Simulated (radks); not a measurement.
Results of a calculation; reference values are marked as such.
Q: Species: the calcium ion Ca12+. Configuration: [He] 2s2 2p4. Level of theory: non-relativistic Kohn-Sham, PBE, spin-polarised, spherical densities, point nucleus; open shells are filled with parallel spins first (a radial shooting solver on a logarithmic mesh with Libxc functionals). Some entries of the table are withheld. Estimate them.

| orbital | occ. | eigenvalue (hartree) | <1/r> (bohr^-1) |
|---|---|---|---|
| 1s up | 1 | -160.0908 | 19.56 |
| 1s down | 1 | -159.8574 | 19.58 |
| 2s up | 1 | -28.26902 | 4.249 |
| 2s down | 1 | -27.84526 | 4.216 |
| 2p up | 3 | -25.90777 | 4.186 |
| 2p down | 1 | -25.41000 | 4.159 |
| 3s up | 0 | (1) | 1.669 |
| 3s down | 0 | (2) | 1.658 |
| 3p up | 0 | -9.88180 | 1.625 |
| 3p down | 0 | -9.77068 | 1.614 |

A: 
(1) 3s up eigenvalue (hartree): -10.59805
(2) 3s down eigenvalue (hartree): -10.49559
